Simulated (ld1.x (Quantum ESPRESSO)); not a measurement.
Sc (Z = 21): TM pseudisation with Wu–Cohen, scalar-relativistic reference atom.

```json
{"Element": "scandium", "Generator": "ld1.x (Quantum ESPRESSO) 7.5", "Type": "norm-conserving Troullier–Martins (Kleinman–Bylander form)", "Functional": "Wu–Cohen", "Relativity": "scalar-relativistic", "Frozen core": "[Ne]", "Valence charge": "11", "Reference configuration": "3s2 3p6 3d1 4s1.5 4p0 (charge +0.5)", "Partial waves": "3s (bound): rc 1.55 bohr; 3p (bound): rc 1.50 bohr; 3d (bound): rc 1.80 bohr", "Local potential": "the d channel", "Core correction": "none"}
```

Occupied shells without a wave of their own: 4s. They enter only through the test configuration that unscreens the potential.

- Cutoffs needed: 60 Ry and 80 Ry (the cutoffs (Ry, on a coarse ladder) from which the occupation-weighted sum of valence levels, in a spherical-Bessel basis at the reference potential, stays within 10 and 1 mRy of its value at 400 Ry)
- Ghost test: no extra level below or beside the all-electron valence levels (s, p, d, f tested) (spherical-Bessel basis up to 400 Ry, 20 bohr box)
- Largest excitation error: -937 meV (all-electron minus pseudo) for 3s2 3p6 3d0 4s0 4p0, out of 7 test configurations
